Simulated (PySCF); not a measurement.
A structure optimised at TPSSh-D3(BJ)/def2-SVP, used in a PySCF frequency run:

```xyz
11

B      0.5964    -0.1698     0.7473
F     -0.1836    -1.2075     1.0616
F      1.8106    -0.1206     1.2796
O      0.1924     0.8107    -0.0762
C     -1.0976     0.7770    -0.7021
C     -1.0442     0.0090    -2.0114
H     -1.8333     0.3305    -0.0137
H     -1.3778     1.8266    -0.8728
H     -0.7960    -1.0488    -1.8328
H     -2.0216     0.0517    -2.5169
H     -0.2851     0.4400    -2.6815
```
Charge 0, spin multiplicity 1.

Problem. Write its SMILES and formula.

Solution. CCOB(F)F, C₂H₅BF₂O

Problem. What are its rotational constants (standard atomic weights)?

Solution. 7.0158, 2.1801, 1.9020 GHz
